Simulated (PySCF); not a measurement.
# Electron correlation in Os²⁺ (osmium, charge +2)

[Xe] 4f14 5d5 6s1, high-spin 7S determinant (an excited configuration). Calculation: PySCF 2.14, in def2-QZVPPD with the def2 core potential (60 electrons) (7s5p4d4f2g, 88 functions); scalar relativity through the core potential. Frozen: nothing; 14 electrons correlated.

MP2 pair energies summed by pair of shells (mhartree):

```
 pair   energy  share (%)
5p-5d  -142.39       39.3
5p-5p   -73.26       20.2
5d-5d   -54.86       15.1
5s-5p   -28.50        7.9
5d-6s   -22.87        6.3
5p-6s   -17.97        5.0
5s-5d   -16.88        4.7
5s-5s    -4.44        1.2
5s-6s    -1.00        0.3
```

Total MP2 correlation energy: -362.17 mhartree.

Same-spin part -137.44 and opposite-spin part -224.73 mhartree; SCS-MP2 scales them by 1/3 and 6/5 to -315.49 mhartree.

The basis has no tight functions for the innermost shells, so their pair energies are far from complete.

This basis was not built for core-valence correlation, so the inner-shell part is incomplete.
